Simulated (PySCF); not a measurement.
## NMR data sheet: C7H12OSi2

```
Formula                               : C7H12OSi2
SMILES                                : C=C[Si@H](C#CC)C(=C)O[SiH3]
InChI                                 : InChI=1S/C7H12OSi2/c1-4-6-10(5-2)7(3)8-9/h5,10H,2-3H2,1,9H3/t10-/m1/s1
Point group of the computed structure : C1
Degrees of unsaturation               : 4
Carbon signals                        : 7
Proton signals                        : 8
```

Molfile (atoms numbered from 1):
```
C7H12OSi2
     RDKit          3D

 22 21  0  0  0  0  0  0  0  0999 V2000
   -2.6386   -2.5880    0.6125 C   0  0  0  0  0  0  0  0  0  0  0  0
   -1.8217   -1.7929   -0.0584 C   0  0  0  0  0  0  0  0  0  0  0  0
   -0.5379   -0.6525    0.7240 Si  0  0  2  0  0  4  0  0  0  0  0  0
   -1.0537    1.0975    0.4357 C   0  0  0  0  0  0  0  0  0  0  0  0
   -1.3652    2.2458    0.2404 C   0  0  0  0  0  0  0  0  0  0  0  0
   -1.7463    3.6209    0.0117 C   0  0  0  0  0  0  0  0  0  0  0  0
    1.1344   -0.9134   -0.1413 C   0  0  0  0  0  0  0  0  0  0  0  0
    1.4476   -1.9354   -0.9261 C   0  0  0  0  0  0  0  0  0  0  0  0
    2.0027    0.0882    0.1549 O   0  0  0  0  0  0  0  0  0  0  0  0
    3.5063    0.4535   -0.3297 Si  0  0  0  0  0  4  0  0  0  0  0  0
   -3.3727   -3.2154    0.1286 H   0  0  0  0  0  0  0  0  0  0  0  0
   -2.6106   -2.6492    1.6885 H   0  0  0  0  0  0  0  0  0  0  0  0
   -1.9036   -1.7720   -1.1395 H   0  0  0  0  0  0  0  0  0  0  0  0
   -0.3960   -0.8930    2.1686 H   0  0  0  0  0  0  0  0  0  0  0  0
   -0.9857    4.1242   -0.5849 H   0  0  0  0  0  0  0  0  0  0  0  0
   -1.8492    4.1400    0.9645 H   0  0  0  0  0  0  0  0  0  0  0  0
   -2.6981    3.6616   -0.5182 H   0  0  0  0  0  0  0  0  0  0  0  0
    2.4202   -2.0290   -1.3839 H   0  0  0  0  0  0  0  0  0  0  0  0
    0.7297   -2.7095   -1.1266 H   0  0  0  0  0  0  0  0  0  0  0  0
    3.6916    1.6927    0.4090 H   0  0  0  0  0  0  0  0  0  0  0  0
    4.4658   -0.5869    0.0514 H   0  0  0  0  0  0  0  0  0  0  0  0
    3.5706    0.6323   -1.7829 H   0  0  0  0  0  0  0  0  0  0  0  0
  1  2  2  0
  2  3  1  0
  3  4  1  0
  4  5  3  0
  5  6  1  0
  3  7  1  0
  7  8  2  0
  7  9  1  0
  9 10  1  0
  1 11  1  0
  1 12  1  0
  2 13  1  0
  3 14  1  1
  6 15  1  0
  6 16  1  0
  6 17  1  0
  8 18  1  0
  8 19  1  0
 10 20  1  0
 10 21  1  0
 10 22  1  0
M  END
```

Computed data (PySCF): geometry: GFN2-xTB, GIAO PBE0/pcSseg-1 shieldings. Non-relativistic, in vacuum, rapidly exchanging positions averaged, single conformer.

Referencing at the same level of theory: 1H (σ = 31.72 ppm), 13C (σ = 186.93 ppm), 29Si (σ = 349.16 ppm) vs TMS; 17O (σ = 336.08 ppm) against H2O.

| carbon | δC, type | δH (multiplicity) | HMBC from (2–3 bonds) | span of the C tensor (ppm) |
| --- | --- | --- | --- | --- |
| C1 | 143.7, CH2 | H11 6.47 (m); H12 6.19 (m) | H13, H14 | 247 |
| C2 | 141.9, CH | 6.46 (m) | H11, H12, H14 | 248 |
| C4 | 83.5, C | – | H13, H14, H15/H16/H17 | 253 |
| C5 | 113.3, C | – | H14, H15/H16/H17 | 283 |
| C6 | 6.1, CH3 | 2.09 (s) | – | 25 |
| C7 | 170.0, C | – | H13, H18, H20/H21/H22, H14, H19 | 199 |
| C8 | 107.3, CH2 | H18 5.00 (br s); H19 4.77 (br s) | H14 | 188 |

Other nuclei:
```json
{"atoms": "H20/H21/H22", "nucleus": "1H", "environment": "hydrogen on a silicon bonded to O", "δ (ppm)": "4.98", "σ (ppm)": "26.74"}
{"atoms": "H14", "nucleus": "1H", "environment": "hydrogen on a silicon bonded to 3 C", "δ (ppm)": "4.83", "σ (ppm)": "26.88"}
{"atoms": "Si10", "nucleus": "29Si", "environment": "silicon bonded to O, 3 H", "δ (ppm)": "-47.2", "σ (ppm)": "396.4"}
{"atoms": "Si3", "nucleus": "29Si", "environment": "silicon bonded to 3 C, H", "δ (ppm)": "-55.4", "σ (ppm)": "404.5"}
{"atoms": "O9", "nucleus": "17O", "environment": "oxygen bonded to C, Si", "δ (ppm)": "106.2", "σ (ppm)": "229.9"}
```

1. Carbon types of the structure: 3 × C, 1 × CH, 2 × CH2, 1 × CH3, leaving 4 H on heteroatoms.
2. δC 170.0: alkene carbon bearing oxygen; an sp2 carbon further deshielded by the attached heteroatom.
3. δC 143.7: terminal =CH2 carbon; an sp2 carbon of a C=C bond.
4. δC 141.9: alkene CH; the olefinic region.
5. δC 113.3, 83.5: alkyne carbon.
6. δC 107.3: β carbon of an enol-ether or enamine type C=C; the O or N lone pair pushes π density onto this β carbon and shields it.

Shifts are as computed. Against solution values, carbons near 30 ppm lie about +3 ppm off and those near 130 ppm about +5 ppm. Of 1211 compounds with measured shifts, 218 miss one by over three times the rms of a fit or turn the order of signals round; such compounds aren't used in these exercises. Experimental scales use liquid or dissolved standards, which lie at an offset from isolated H2O (liquid H2O: subtract about 36 ppm). No couplings were computed; multiplicities are counted from neighbouring protons, with m where these are inequivalent, close in shift, in a saturated or five-membered ring or joined by F or P, and br s for small geminal =CH2 splittings.
